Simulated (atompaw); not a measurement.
# Zr: one change to a PAW (atompaw) potential, before and after

| Item | Value |
| --- | --- |
| Element | Zr (Z = 40) |
| Generator | atompaw 4.2.0.5 |
| Type | PAW |
| Functional | PBE |
| Relativity | scalar-relativistic |
| Frozen core | [Ar] 3d10 |
| Valence charge | 12 |
| Reference configuration | 4s2 4p6 4d1 5s0 5p0 (charge +3) |
| Partial waves | 4s (bound): rc 1.45 bohr; 5s (bound, empty): rc 2.45 bohr; 4p (bound): rc 2.10 bohr; 5p (bound, empty): rc 2.45 bohr; 4d (bound): rc 2.45 bohr; 4d channel at -0.7 Ry: rc 2.45 bohr |
| Local potential | ultrasoft scheme with l = 3 at -0.5 Ry, radius 2.45 bohr |
| Core correction | smooth core density matched at 1.45 bohr |
| Augmentation charge | sinc compensation charge, radius 2.00 bohr; PAW radius 2.45 bohr; waves and projectors: modrrkj vanderbiltortho |

Change: all radii scaled by about 1.27 (s 1.84, p 2.66, d 3.10 bohr); local potential ultrasoft scheme with l = 3 at -0.5 Ry, radius 3.10 bohr; augmentation sinc compensation charge, radius 2.52 bohr; PAW radius 3.10 bohr; waves and projectors: modrrkj vanderbiltortho; core correction smooth core density matched at 1.84 bohr.

Cutoffs: the cutoffs (Ry, on a coarse ladder) from which the occupation-weighted sum of valence levels, in a spherical-Bessel basis at the reference potential, stays within 10 and 1 mRy of its value at 400 Ry; they do not see the model core or the augmentation charge, which bear on the density cutoff.

What does the change do?

The potential gets softer (21 Ry and 35 Ry → 12 Ry and 25 Ry); neither file shows a bound ghost. A larger radius leaves more room for a smooth pseudo-wave, so fewer plane waves are needed.

```tsv
quantity	base	changed
cutoff, loose	21 Ry	12 Ry
cutoff, tight	35 Ry	25 Ry
loose cutoff by channel (10 mRy a level)	s 12 Ry, p 15 Ry, d 12 Ry	s 12 Ry, p 8 Ry, d 8 Ry
bound ghosts	none	none
lowest overlap eigenvalue by channel	s 0.66, p 0.94, d 1.00	s 0.68, p 1.00, d 1.00
```

 The cutoffs see the waves, projectors and local potential, not the compensation charge or the core.
